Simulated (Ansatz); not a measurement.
Two members of one family (Series BX3), computed with Ansatz in the gas phase. The two geometries come from different levels. Binding counts from free atoms in the multiplicity of their measured ground term, without zero-point energy. The structures are stationary points that may keep the symmetry of their start.

First: BCl3 (singlet, charge 0, PBE-D4/def2-TZVP geometry).

| atom | x (Å) | y (Å) | z (Å) |
| --- | --- | --- | --- |
| B1 | 0.000 | 0.000 | 0.000 |
| Cl2 | 0.057 | 1.210 | 1.259 |
| Cl3 | 0.681 | 0.342 | -1.572 |
| Cl4 | -0.739 | -1.552 | 0.313 |

```json
{"level": "BLYP-D4/def2-TZVP", "HOMO (eV)": "-7.49", "LUMO (eV)": "-2.47", "gap (eV)": "5.02", "binding per atom (eV)": "3.47"}
{"level": "PBE0-D4/def2-TZVP", "HOMO (eV)": "-9.11", "LUMO (eV)": "-1.75", "gap (eV)": "7.37", "binding per atom (eV)": "3.60"}
{"level": "HSE06-D4/def2-TZVP", "HOMO (eV)": "-8.71", "LUMO (eV)": "-2.13", "gap (eV)": "6.58", "binding per atom (eV)": "3.61"}
{"level": "CAM-B3LYP-D4/def2-TZVP", "HOMO (eV)": "-10.48", "LUMO (eV)": "-0.56", "gap (eV)": "9.92", "binding per atom (eV)": "3.47"}
{"level": "LC-ωPBE/def2-TZVP", "HOMO (eV)": "-11.95", "LUMO (eV)": "0.53", "gap (eV)": "12.48", "binding per atom (eV)": "3.50"}
```

Second: B(OH)3 (singlet, charge 0, r2SCAN-D4/def2-TZVP geometry).

```xyz
7

B    -0.136   -0.006   -0.183
O    -0.271   -0.234   -1.520
H     0.566   -0.484   -1.923
O     1.113   -0.157    0.383
H     1.166    0.013    1.328
O    -1.275    0.356    0.488
H    -1.163    0.511    1.429
```

Task: What does the change do? Estimate second minus first.

Result: 
| level | Δ HOMO (eV) | Δ LUMO (eV) | Δ gap (eV) | Δ binding per atom (eV) |
| --- | --- | --- | --- | --- |
| BLYP-D4/def2-TZVP | 0.16 | 1.64 | 1.48 | 1.04 |
| PBE0-D4/def2-TZVP | -0.06 | 1.86 | 1.92 | 0.87 |
| HSE06-D4/def2-TZVP | -0.05 | 1.88 | 1.93 | 0.87 |
| CAM-B3LYP-D4/def2-TZVP | -0.22 | 1.37 | 1.59 | 1.05 |
| LC-ωPBE/def2-TZVP | -0.13 | 1.67 | 1.81 | 0.99 |
